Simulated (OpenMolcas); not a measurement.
Re6+ among 2 point charges of -3 e arranged as a linear pair (D∞h).

```json
{"Program": "OpenMolcas", "Method": "SS-CASPT2, IPEA 0.25 Eh, imaginary shift 0.1 Eh (closed shells correlated: 5s 5p)", "Basis": "ANO-RCC-VDZP [7s6p4d2f1g]", "Scalar Hamiltonian": "DKH2, point nucleus", "Active space": "1 electron in 5 orbitals (5d)", "State averaging": "2S+1 = 2 even, 5 roots", "Spin-orbit coupling": "RASSI with atomic mean-field integrals over the reference wave functions"}
```

All point charges move together. At R = 1.79 Å the first state of the same spin is 28380 cm-1, and at R = 1.99 Å it is 21520 cm-1.

Q: A third run gives 17710 cm-1. What distance was it run at?

A: With a power law R^-n the two known points give n = -ln(21520 / 28380) / ln(1.99 / 1.79) = 2.61. Then R = 1.79 × (28380 / 17710)^(1/2.61) = 2.144 Å. The run was at 2.14 Å, so the estimate is off by +0.004 Å.

Free-ion shares, where given, are those of the reference states; single-state CASPT2 does not remix them. This is an electrostatic model: the charges have no orbitals. No measured value stands beside these numbers.
